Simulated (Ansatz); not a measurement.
Job for Ansatz (a first-principles code): U-B97M-V/def2-TZVPP on F2Hf (SMILES [F][Hf][F]), 2S+1 = 3, a spin state set in the input, which need not be the lowest. Elements past Kr take the def2 small-core potentials; no spin–orbit coupling.

Ansatz 0.2 input:
```yaml
crystal:
  periodic: [false, false, false]
  atoms:
    - {symbol: Hf, position_ang: [0.40381985, 0.05775777, -0.05727737]}
    - {symbol: F, position_ang: [-0.45326122, 1.34486759, -1.20918052]}
    - {symbol: F, position_ang: [0.01627265, -1.35535375, 1.19613826]}
basis:
  gaussian:
    orbitals: def2-TZVPP
hamiltonian:
  xc: {name: B97M-V}
magnetization: {spin_polarized: true, initial_magnetization: 2}
```

The log:

```
WARN ansatz: RAYON_NUM_THREADS=1 ignored (pool sized by the plan → 1); use --threads N
Functional definition: B97M-V
integrals: 0.05 GiB planned
670 factors; their error is unknown
mean field: 0.54 GiB planned
mean field evaluation 1: about -6738.2205 eV, gradient 4.0e1 eV
mean field evaluation 2: about -6692.9789 eV, gradient 1.2e2 eV
mean field evaluation 4: about -6743.2278 eV, gradient 3.7e0 eV
mean field evaluation 8: about -6743.2964 eV, gradient 8.7e-2 eV
mean field evaluation 16: about -6743.2964 eV, gradient 5.4e-6 eV
mean field evaluation 32: about -6743.2816 eV, gradient 4.0e-1 eV
mean field -6743.29639930 eV, -247.8115719038 hartree, gradient 5.2e-6 eV, S^2 2.003809; 4 other end points of the search recorded, 0 dependent functions left out
reference -6743.29648250 eV, -247.8115749613 hartree; 16, 14 occupied and 102, 104 virtual orbitals, 670 factors
Total energy: -6743.29648250 eV, -247.8115749613 hartree
```

Self-consistency was reached.

Cost: very roughly 30 core-seconds.
